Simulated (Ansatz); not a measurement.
Reaction (ligand exchange at the Al–C bond): `C#[C][Al]([CH3])[F]` + H–F → `C#[C][Al]([F])[F]` + CH₄

Program: Ansatz. Geometries: PBE0-D4/def2-TZVP. ΔE: electronic, gas phase. CBS: MP2 limit from def2 TZ/QZ plus the TZ coupled-cluster correction, frozen cores. This one scheme is used for every species. Functionals use def2-TZVPP. B3LYP here is the variant with VWN-RPA as its local correlation; programs differ in this. HSE06 is defined as in plane-wave codes.

| level | ΔE (kJ/mol) | difference from CCSD(T)/CBS |
| --- | --- | --- |
| BLYP-D4 | -184.6 | -3.8 |
| B3LYP-D4 | -185.0 | -4.2 |
| ωB97X-V | -181.8 | -1.0 |
| PBE | -173.6 | 7.2 |
| PBE0 | -174.6 | 6.2 |
| HSE06 | -174.1 | 6.7 |
| BHLYP | -192.3 | -11.5 |
| SCS-MP2/def2-TZVPP | -188.1 | -7.3 |
| SCS-MP2/def2-QZVPP | -188.3 | -7.5 |
| HF/CBS(def2) | -201.5 | -20.7 |
| CCSD(T)/CBS | -180.8 | 0 |

Largest T1 diagnostic among the species: 0.014.

Leaving LDA and LC-ωPBE aside and taking each functional with its dispersion term where it has one, the values, not all of them listed here, spread over 17.6 kJ/mol, from BHLYP-D4 to PBE-D4. LDA lies +6.1 kJ/mol from PBE without D4. In def2-TZVPP, CCSD(T) changes the Hartree–Fock value by +16.9 kJ/mol (the triples alone add +2.5 kJ/mol) and MP2 by +15.2 kJ/mol.
